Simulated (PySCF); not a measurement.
Fractional electron number in Ta (tantalum, neutral)

The 6s beta orbital of [Xe] 4f14 5d3 6s2 is emptied in steps (occupation f), with all orbitals relaxed, ending at [Xe] 4f14 5d3 6s1. All numbers are calculated (PySCF 2.14, scalar relativity through the core potential, in def2-SVP with the def2 core potential (60 electrons)). The exact energy is a straight line in f; departures are measured from the line between the end points of the same method.

```tsv
f	B3LYP (eV)
1	0.000
0.8	-0.361
0.6	-0.546
0.4	-0.549
0.2	-0.367
0	0.000
```

| method | E(f=0) − E(f=1) (eV) | −ε at f=1 (eV) | −ε at f=0.4 (eV) |
| --- | --- | --- | --- |
| B3LYP | 7.462 | 5.216 | 7.905 |

Orbital energy along the path (eV):

| f | B3LYP |
| --- | --- |
| 1 | -5.216 |
| 0.8 | -6.096 |
| 0.6 | -6.991 |
| 0.4 | -7.905 |
| 0.2 | -8.838 |
| 0 | -9.690 |

Reference removal energy between the ground levels: 7.550 eV (measured; NIST Atomic Spectra Database, ionization energies). The calculation has no spin-orbit coupling.
